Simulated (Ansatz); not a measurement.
The cluster Zn₂Cl₅⁻ (the lowest singlet isomer of a short search). Total charge -1; singlet. Geometry PBE-D4/def2-SVPD, basis def2-TZVPD, Ansatz.

Cartesian coordinates in Å:
```
Zn -1.2566 -0.4927 -0.3093
Zn 1.2559 0.4933 0.3106
Cl -0.1193 1.2568 -1.5148
Cl -0.6523 0.5436 1.7802
Cl -3.2521 -1.2779 -0.8077
Cl 3.2555 1.2745 0.7982
Cl 0.7688 -1.7976 -0.2572
```

| run | HOMO (eV) | LUMO (eV) |
| --- | --- | --- |
| A | -7.30 | 3.20 |
| B | -5.01 | 2.29 |
| C | -7.45 | 3.71 |
| D | -3.96 | 1.91 |
| E | -4.61 | 1.96 |
| F | -3.63 | 1.50 |

HSE06 is defined as in plane-wave codes, on full-range PBE exchange. The structure comes from a short search, and lower isomers may exist.

Task: The runs used HSE06, PBE, PBE0, r2SCAN, ωB97M-V, ωB97X-V. Estimate which is which.

Result: A ωB97M-V (range-separated); B PBE0 (25 % exact exchange); C ωB97X-V (range-separated); D r2SCAN (0 % exact exchange); E HSE06 (range-separated); F PBE (0 % exact exchange). Exact exchange lowers occupied and raises empty levels; among semilocal functionals meta-GGAs tend to open the gap a little, and such runs are hard to tell apart. The gap grows from 5.13 eV (PBE) to 11.16 eV (ωB97X-V).
